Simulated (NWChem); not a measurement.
System: Ge anion, quartet

The following NWChem deck was run.

```
start job
memory heap 200 mb stack 900 mb global 1100 mb
charge -1
geometry units angstroms noautoz
  Ge     0.000000     0.000000     0.000000
end
basis spherical
  Ge library aug-cc-pvdz
end
dft
  odft
  mult 4
  xc b3lyp
  iterations 150
  mulliken
end
task dft energy
```

No stability test was run on the SCF state. The highest occupied level is positive, so the extra electron may be held by the finite basis.

### Question
Give the results of this calculation. (B3LYP/aug-cc-pVDZ, spin-unrestricted.) Quantities: energy (Ha); highest occupied level (eV); lowest empty minus highest occupied level, either spin (eV); <S²>.

### Answer
* **energy (Ha)**: -2076.99
* **highest occupied level (eV)**: 0.66
* **lowest empty minus highest occupied level, either spin (eV)**: 2.29
* **<S²>**: 3.75
